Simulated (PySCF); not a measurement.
PySCF input (HF/def2-TZVPD):

```python
from pyscf import gto, scf, dft

mol = gto.M(
    atom='''
    Si   -0.12715094   -0.25195329   -0.27007601
    F    -0.74687488   -0.71975965    1.13064117
    F    -0.72888459    1.18221121   -0.65217284
    N     1.55350392   -0.04291937   -0.03011161
    H     2.08795311   -0.77582140    0.41336219
    H     2.09946784    0.44153906   -0.72773167
    ''',
    basis='def2-tzvpd',
    charge=0,
    spin=1,
    verbose=4,
)

mf = scf.UHF(mol).density_fit(auxbasis='def2-universal-jkfit')
mf.conv_tol = 1e-9
mf.max_cycle = 100
mf.max_memory = 1500
mf.kernel()
if not mf.converged:
    mf = mf.newton()
    mf.kernel(mf.make_rdm1())
for _ in range(2):
    mo, _, stable, _ = mf.stability(return_status=True)
    if stable:
        break
    mf.kernel(mf.make_rdm1(mo, mf.mo_occ))
mf.analyze()
```

Output:

```
PySCF version 2.14.0

[INPUT] verbose = 4
[INPUT] num. atoms = 6
[INPUT] num. electrons = 41
[INPUT] charge = 0
[INPUT] spin (= nelec alpha-beta = 2S) = 1
[INPUT] symmetry False subgroup None
[INPUT] Mole.unit = angstrom
[INPUT] Symbol           X                Y                Z      unit          X                Y                Z       unit  Magmom
[INPUT]  1 Si    -0.127150940000  -0.251953290000  -0.270076010000 AA   -0.240280453081  -0.476122714283  -0.510369691715 Bohr   0.0
[INPUT]  2 F     -0.746874880000  -0.719759650000   1.130641170000 AA   -1.411388972517  -1.360148614013   2.136602156458 Bohr   0.0
[INPUT]  3 F     -0.728884590000   1.182211210000  -0.652172840000 AA   -1.377392251516   2.234055408291  -1.232428053480 Bohr   0.0
[INPUT]  4 N      1.553503920000  -0.042919370000  -0.030111610000 AA    2.935696942238  -0.081105854739  -0.056902696070 Bohr   0.0
[INPUT]  5 H      2.087953110000  -0.775821400000   0.413362190000 AA    3.945659538834  -1.466089967577   0.781141329350 Bohr   0.0
[INPUT]  6 H      2.099467840000   0.441539060000  -0.727731670000 AA    3.967419224932   0.834387896698  -1.375213548472 Bohr   0.0

nuclear repulsion = 174.851088895702
number of shells = 66
number of NR pGTOs = 253
number of NR cGTOs = 178
basis = def2-tzvpd
ecp = {}

******** <class 'pyscf.df.df_jk.DFUHF'> ********
method = DFUHF
initial guess = minao
damping factor = 0
level_shift factor = 0
DIIS = <class 'pyscf.scf.diis.CDIIS'>
diis_start_cycle = 1
diis_space = 8
diis_damp = 0
SCF conv_tol = 1e-09
SCF conv_tol_grad = None
SCF max_cycles = 100
direct_scf = False
number electrons alpha = 21  beta = 20
Set gradient conv threshold to 3.16228e-05
******** <class 'pyscf.df.df.DF'> ********
auxbasis = def2-universal-jkfit
init E= -543.810731834024
  alpha nocc = 21  HOMO = -0.139988281739612  LUMO = 0.058590520122344
  beta  nocc = 20  HOMO = -0.342067388044903  LUMO = -0.139988281739605

WARN: HOMO -0.139988281739612 >= LUMO -0.139988281739605

cycle= 1 E= -543.582144880008  delta_E= 0.229  |g|= 0.466  |ddm|= 1.34
  alpha nocc = 21  HOMO = -0.357154054661883  LUMO = 0.0688406318092277
  beta  nocc = 20  HOMO = -0.465734142760461  LUMO = -0.0100680836167228
  HOMO = -0.357154054662  LUMO = -0.0100680836167  gap/eV = 9.44469
cycle= 2 E= -543.656878545918  delta_E= -0.0747  |g|= 0.292  |ddm|= 0.446
  alpha nocc = 21  HOMO = -0.353949869016091  LUMO = 0.0788094817024025
  beta  nocc = 20  HOMO = -0.447478966275519  LUMO = 0.0145786981288509
  HOMO = -0.353949869016  LUMO = 0.0145786981289  gap/eV = 10.02817
cycle= 3 E= -543.682550191748  delta_E= -0.0257  |g|= 0.0461  |ddm|= 0.167
  alpha nocc = 21  HOMO = -0.360477806054085  LUMO = 0.0849541862458025
  beta  nocc = 20  HOMO = -0.442380832290468  LUMO = 0.0281621569843488
  HOMO = -0.360477806054  LUMO = 0.0281621569843  gap/eV = 10.57543
cycle= 4 E= -543.685420964789  delta_E= -0.00287  |g|= 0.0157  |ddm|= 0.119
[...]
  beta  nocc = 20  HOMO = -0.44518938110231  LUMO = 0.0296700134558068
  HOMO = -0.366887960785  LUMO = 0.0296700134558  gap/eV = 10.79089
Extra cycle  E= -543.686043702806  delta_E= -4.84e-11  |g|= 4.27e-06  |ddm|= 8.93e-06
converged SCF energy = -543.686043702806  <S^2> = 0.75450019  2S+1 = 2.0044951
uhf_internal: lowest eigs of H = [0.3686623  0.43003039 0.45028106]
<class 'pyscf.df.df_jk.DFUHF'> wavefunction is stable in the internal stability analysis
**** SCF Summaries ****
Total Energy =                        -543.686043702805932
Nuclear Repulsion Energy =             174.851088895702304
One-electron Energy =                -1103.849774002903359
Two-electron Energy =                  385.312641404395094
Two-electron Coulomb Energy =          433.377863823046482
DFT Exchange-Correlation Energy =      -48.065222418651388
HOMO-LUMO gap [eV] =                    10.790892116382969
**** MO energy ****
                             alpha | beta                alpha | beta
MO #1   energy= -68.862633926215   | -68.8561512540631  occ= 1 | 1
MO #2   energy= -26.2966826698463  | -26.2932510308595  occ= 1 | 1
MO #3   energy= -26.2966746186857  | -26.2932406636623  occ= 1 | 1
MO #4   energy= -15.5705155140624  | -15.564854114759   occ= 1 | 1
MO #5   energy= -6.20243381647455  | -6.19193152884787  occ= 1 | 1
MO #6   energy= -4.31307494229234  | -4.30313400154857  occ= 1 | 1
MO #7   energy= -4.30736654390816  | -4.30227630832073  occ= 1 | 1
MO #8   energy= -4.30614639511084  | -4.29405769100919  occ= 1 | 1
MO #9   energy= -1.60719427855432  | -1.59704111679513  occ= 1 | 1
MO #10  energy= -1.5905446763495   | -1.58045983641413  occ= 1 | 1
MO #11  energy= -1.17342172097545  | -1.15720285034952  occ= 1 | 1
MO #12  energy= -0.797505387505105 | -0.777854963554937 occ= 1 | 1
MO #13  energy= -0.728518176250652 | -0.717016643791766 occ= 1 | 1
MO #14  energy= -0.698756473212139 | -0.692984813002507 occ= 1 | 1
MO #15  energy= -0.693000371811139 | -0.678289554013317 occ= 1 | 1
MO #16  energy= -0.688318495567175 | -0.675239269120882 occ= 1 | 1
MO #17  energy= -0.657822606563787 | -0.649940536470595 occ= 1 | 1
MO #18  energy= -0.642889177388508 | -0.640492300760102 occ= 1 | 1
MO #19  energy= -0.624168162293451 | -0.607494137011923 occ= 1 | 1
MO #20  energy= -0.481809467761487 | -0.44518938110231  occ= 1 | 1
MO #21  energy= -0.366887960785263 | 0.0296700134558068 occ= 1 | 0
MO #22  energy= 0.0681392124951114 | 0.0858253937460584 occ= 0 | 0
MO #23  energy= 0.0882363768045595 | 0.104120497382     occ= 0 | 0
MO #24  energy= 0.0976440541096013 | 0.105075906016584  occ= 0 | 0
MO #25  energy= 0.116874462888114  | 0.135252018370065  occ= 0 | 0
MO #26  energy= 0.138240615953566  | 0.13973470950603   occ= 0 | 0
MO #27  energy= 0.139283662088057  | 0.142430056574384  occ= 0 | 0
MO #28  energy= 0.140879541765654  | 0.15012509656314   occ= 0 | 0
MO #29  energy= 0.170987553095936  | 0.177753267999393  occ= 0 | 0
MO #30  energy= 0.180436782271703  | 0.188469114987564  occ= 0 | 0
MO #31  energy= 0.202282272927184  | 0.204196420534515  occ= 0 | 0
MO #32  energy= 0.206653600835     | 0.20899865429196   occ= 0 | 0
MO #33  energy= 0.220890713458132  | 0.227727510569949  occ= 0 | 0
MO #34  energy= 0.223054345490938  | 0.230706103628556  occ= 0 | 0
MO #35  energy= 0.240112081173631  | 0.248450424301383  occ= 0 | 0
MO #36  energy= 0.242828439633777  | 0.253390733033333  occ= 0 | 0
MO #37  energy= 0.254477427538501  | 0.258436911259874  occ= 0 | 0
MO #38  energy= 0.26622852755259   | 0.272550943802384  occ= 0 | 0
MO #39  energy= 0.278495615993708  | 0.280597307430088  occ= 0 | 0
MO #40  energy= 0.287505974797072  | 0.303849791105866  occ= 0 | 0
MO #41  energy= 0.322258388813098  | 0.322849360470389  occ= 0 | 0
MO #42  energy= 0.328061160540794  | 0.333906303936898  occ= 0 | 0
MO #43  energy= 0.347514141117226  | 0.360984806161431  occ= 0 | 0
MO #44  energy= 0.357569160974788  | 0.367730754349462  occ= 0 | 0
MO #45  energy= 0.391812955190295  | 0.394136237530657  occ= 0 | 0
MO #46  energy= 0.400562172474437  | 0.413829866406936  occ= 0 | 0
MO #47  energy= 0.429804837260808  | 0.432267025514925  occ= 0 | 0
MO #48  energy= 0.450908155462134  | 0.457184702553543  occ= 0 | 0
MO #49  energy= 0.46121483255646   | 0.46352136659523   occ= 0 | 0
MO #50  energy= 0.462866721747804  | 0.476195693792904  occ= 0 | 0
MO #51  energy= 0.485931618521258  | 0.491596937849196  occ= 0 | 0
MO #52  energy= 0.501041527846482  | 0.509259411595655  occ= 0 | 0
MO #53  energy= 0.507141561010606  | 0.512603505638142  occ= 0 | 0
MO #54  energy= 0.551938327012833  | 0.567804131446069  occ= 0 | 0
MO #55  energy= 0.572334419356624  | 0.602052868179438  occ= 0 | 0
MO #56  energy= 0.606360228396468  | 0.619551959617515  occ= 0 | 0
MO #57  energy= 0.62030980967292   | 0.640607136755538  occ= 0 | 0
MO #58  energy= 0.658235759249594  | 0.666746980265045  occ= 0 | 0
MO #59  energy= 0.673903550640684  | 0.690317458299895  occ= 0 | 0
MO #60  energy= 0.708429116482564  | 0.712756742948569  occ= 0 | 0
MO #61  energy= 0.721951163079225  | 0.725239529455324  occ= 0 | 0
MO #62  energy= 0.729071090046045  | 0.741226874199336  occ= 0 | 0
MO #63  energy= 0.750311477240756  | 0.751894582070272  occ= 0 | 0
MO #64  energy= 0.756534854044533  | 0.760604444085816  occ= 0 | 0
MO #65  energy= 0.771514562990075  | 0.77307524788722   occ= 0 | 0
MO #66  energy= 0.78312208272666   | 0.788918201916593  occ= 0 | 0
MO #67  energy= 0.801944661776731  | 0.811206750531814  occ= 0 | 0
MO #68  energy= 0.811597190710694  | 0.814522332592325  occ= 0 | 0
MO #69  energy= 0.82656849442756   | 0.832932339063989  occ= 0 | 0
MO #70  energy= 0.841515261423478  | 0.844093335535621  occ= 0 | 0
MO #71  energy= 0.871973414673766  | 0.880648924720261  occ= 0 | 0
MO #72  energy= 0.874258224107469  | 0.885183241189799  occ= 0 | 0
MO #73  energy= 0.905588176473361  | 0.911705448351004  occ= 0 | 0
MO #74  energy= 0.913337084330356  | 0.916614990923846  occ= 0 | 0
MO #75  energy= 0.963917072227305  | 0.968443885274625  occ= 0 | 0
MO #76  energy= 1.01095152577492   | 1.01570465913251   occ= 0 | 0
MO #77  energy= 1.03051132573549   | 1.03376102244239   occ= 0 | 0
MO #78  energy= 1.13226805362154   | 1.13814839874613   occ= 0 | 0
MO #79  energy= 1.17858228374392   | 1.18409364942572   occ= 0 | 0
MO #80  energy= 1.21436087097486   | 1.22068233556169   occ= 0 | 0
MO #81  energy= 1.22926391288014   | 1.23143935549688   occ= 0 | 0
MO #82  energy= 1.26862407657215   | 1.27693278827385   occ= 0 | 0
MO #83  energy= 1.27530659558294   | 1.28276426235129   occ= 0 | 0
MO #84  energy= 1.2924556401966    | 1.29782281736269   occ= 0 | 0
MO #85  energy= 1.30927982976071   | 1.31422342813069   occ= 0 | 0
MO #86  energy= 1.3098259923474    | 1.32786148186856   occ= 0 | 0
MO #87  energy= 1.32189814335688   | 1.34853476447435   occ= 0 | 0
MO #88  energy= 1.34563180754814   | 1.35509850867255   occ= 0 | 0
MO #89  energy= 1.38558808723571   | 1.40211808536276   occ= 0 | 0
MO #90  energy= 1.45640703033353   | 1.46197259869063   occ= 0 | 0
MO #91  energy= 1.48888679715524   | 1.49729665447689   occ= 0 | 0
MO #92  energy= 1.51347504097016   | 1.52883448331778   occ= 0 | 0
MO #93  energy= 1.57005801798213   | 1.57360343184198   occ= 0 | 0
MO #94  energy= 1.60065765957896   | 1.61067949132963   occ= 0 | 0
MO #95  energy= 1.64271592700698   | 1.65024708803182   occ= 0 | 0
MO #96  energy= 1.65256838410373   | 1.66621902735054   occ= 0 | 0
MO #97  energy= 1.71055424102974   | 1.7214004091304    occ= 0 | 0
MO #98  energy= 1.7301400883084    | 1.73763786262064   occ= 0 | 0
MO #99  energy= 1.78683246013024   | 1.81286217280777   occ= 0 | 0
MO #100 energy= 1.81718168378682   | 1.83143105553554   occ= 0 | 0
MO #101 energy= 1.89439828408221   | 1.9018810561475    occ= 0 | 0
MO #102 energy= 1.8955439193599    | 1.90411926370499   occ= 0 | 0
MO #103 energy= 1.95216387663695   | 1.96055131758362   occ= 0 | 0
MO #104 energy= 2.03443831444637   | 2.04020984654743   occ= 0 | 0
[...]
```

It need not be the lowest isomer of its formula.
